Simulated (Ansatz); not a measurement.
Frontier orbitals of C2H6SSi, SMILES `SC1C[SiH2]1`.

Total charge 0; spin multiplicity 1. Geometry: relaxed with PBE0-D4/def2-TZVP. It is one conformer, not always the lowest. Basis def2-TZVPP, the Gaussian-basis code of Ansatz.

| functional | HOMO (eV) | LUMO (eV) | gap (eV) |
| --- | --- | --- | --- |
| PBE | -5.29 | -1.03 | 4.26 |
| B97M-V | -5.58 | -0.88 | 4.70 |
| PBE0 | -6.41 | -0.19 | 6.22 |
| B3LYP | -6.19 | -0.41 | 5.78 |
| HSE06 (plane-wave form) | -6.01 | -0.57 | 5.44 |
| ωB97M-V | -8.55 | 1.51 | 10.06 |
| HF | -8.95 | 2.69 | 11.64 |

A quarter of exact exchange (PBE0) shifts PBE's HOMO by −1.12 eV and its LUMO by +0.84 eV; full exchange at long range (ωB97M-V) shifts them by −3.26 and +2.54 eV. The gap opens from 4.25 to 10.06 eV, since occupied levels lose self-interaction and empty ones feel all the electrons. A positive LUMO is unbound and depends on the basis.

B3LYP here is the variant with VWN-RPA as its local correlation; programs differ in this.
